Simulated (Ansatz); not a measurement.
The same path of a periodic cell of 63 atoms, BC$_{62}$ (host C, host structure diamond, dopant B, one C atom removed), cell charge +2 was run twice with different band settings. Lost on the way: C4–B27, B27–C28, B27–C50. Made: C9–B27, B27–C57, B27–C58.

The calculation used DFT PBE, scalar-relativistic, plane waves, PAW (Ansatz). Settings: PAW set soft_1, cutoff 420 eV, k mesh 2x2x2, fermi-dirac smearing 0.02 eV, spin collinear.

Relaxed end points:

```xyz
63
Lattice="7.1400 0.0000 0.0000 0.0000 7.1400 0.0000 0.0000 0.0000 7.1400" Properties=species:S:1:pos:R:3
C 3.573 -0.007 0.007
C 4.456 0.885 0.890
C 5.343 1.776 0.002
C 6.230 2.635 0.904
C 5.352 -0.006 1.782
C 6.244 0.885 2.678
C -0.001 -0.004 -0.004
C 0.881 0.902 0.881
C 1.853 1.713 0.072
C 2.663 2.685 0.881
C 3.570 3.568 -0.004
C 4.459 4.460 0.889
C 5.352 5.355 -0.006
C 6.246 6.246 0.888
C 1.791 -0.007 1.789
C 2.672 0.893 2.680
C 3.574 1.774 1.788
C 4.454 2.676 2.680
C 5.352 3.566 1.783
C 6.246 4.460 2.675
C 3.568 -0.001 3.567
C 4.454 0.893 4.462
C 5.347 1.774 3.561
C 6.253 2.685 4.472
C 5.346 -0.008 5.343
C 6.253 0.903 6.254
B -0.067 3.634 0.062
C 0.929 4.475 0.904
C 1.791 5.363 0.002
C 2.680 6.249 0.890
C -0.007 1.777 1.791
C 0.887 2.678 2.674
C 1.791 3.574 1.792
C 2.680 4.461 2.678
C 3.573 5.354 1.783
C 4.461 6.245 2.674
C -0.012 -0.007 3.562
C 0.889 0.907 4.476
C 1.778 1.789 3.568
C 2.659 2.675 4.476
C 3.573 3.579 3.562
C 4.456 4.461 4.454
C 5.352 5.354 3.562
C 6.244 6.249 4.454
C 1.778 0.000 5.357
C 2.659 0.907 6.244
C 3.567 1.789 5.357
C 4.460 2.678 6.247
C 5.343 3.574 5.344
C 6.230 4.475 6.204
C 0.001 5.355 1.783
C 0.889 6.251 2.680
C -0.001 3.568 3.564
C 0.881 4.453 4.471
C 1.791 5.360 3.561
C 2.672 6.251 4.462
C -0.078 1.712 5.281
C 1.853 3.644 5.281
C 2.663 4.453 6.254
C 3.574 5.360 5.343
C 4.454 6.251 6.245
C -0.007 5.363 5.345
C 0.887 6.245 6.247
```

```xyz
63
Lattice="7.1400 0.0000 0.0000 0.0000 7.1400 0.0000 0.0000 0.0000 7.1400" Properties=species:S:1:pos:R:3
C 3.574 -0.004 0.001
C 4.456 0.887 0.902
C 5.365 1.794 -0.008
C 6.176 2.603 0.964
C 5.356 -0.004 1.784
C 6.238 0.887 2.684
C 0.001 0.002 -0.001
C 0.896 0.884 0.901
C 1.799 1.771 0.041
C 2.686 2.674 0.901
C 3.568 3.569 -0.001
C 4.463 4.458 0.888
C 5.370 5.340 0.001
C 6.252 6.247 0.888
C 1.784 -0.003 1.792
C 2.677 0.893 2.683
C 3.573 1.786 1.792
C 4.456 2.668 2.684
C 5.370 3.571 1.770
C 6.252 4.458 2.677
C 3.568 0.002 3.572
C 4.457 0.893 4.463
C 5.348 1.786 3.567
C 6.239 2.674 4.454
C 5.348 -0.003 5.356
C 6.239 0.884 6.244
B 0.957 2.613 -0.957
C 0.967 4.534 0.964
C 1.776 5.345 -0.008
C 2.683 6.254 0.902
C 0.008 1.794 1.775
C 0.891 2.679 2.681
C 1.776 3.562 1.775
C 2.683 4.472 2.684
C 3.574 5.354 1.784
C 4.462 6.248 2.678
C -0.001 -0.004 3.566
C 0.889 0.892 4.462
C 1.783 1.787 3.571
C 2.678 2.681 4.462
C 3.574 3.571 3.566
C 4.456 4.472 4.457
C 5.356 5.354 3.566
C 6.238 6.254 4.457
C 1.783 0.001 5.357
C 2.678 0.892 6.251
C 3.569 1.787 5.357
C 4.459 2.679 6.249
C 5.365 3.562 5.364
C 6.176 4.534 6.173
C -0.001 5.340 1.770
C 0.902 6.254 2.684
C 0.001 3.569 3.572
C 0.896 4.471 4.454
C 1.784 5.362 3.567
C 2.677 6.253 4.463
C -0.041 1.771 5.341
C 1.799 3.611 5.341
C 2.686 4.471 6.244
C 3.573 5.362 5.356
C 4.456 6.254 6.238
C 0.008 5.345 5.364
C 0.891 6.251 6.249
```

Common settings: climbing image yes; spring 5.0 eV/Å²; optimiser quadratic models (default); end points relaxed.

| run | movable images | start path | force threshold | iteration limit |
| --- | --- | --- | --- | --- |
| 1 | 5 | IDPP | 0.03 eV/Å | 17 |
| 2 | 3 | default | 0.4 eV/Å | 35 |

(1) What does each run give, and how far can it be trusted?

## Answers

(1) Run 1: converged after 7 iterations, highest image 1.587 eV above the first end. The order of the stationary point at the top wasn't checked.
Run 2: converged after 3 iterations, highest image 1.592 eV above the first end. The threshold of 0.4 eV/Å is loose, so the images may lie well off the minimum-energy path. The order of the stationary point at the top wasn't checked.
Limits of this set-up: coarse k mesh, charged cell in a uniform background, uncorrected.
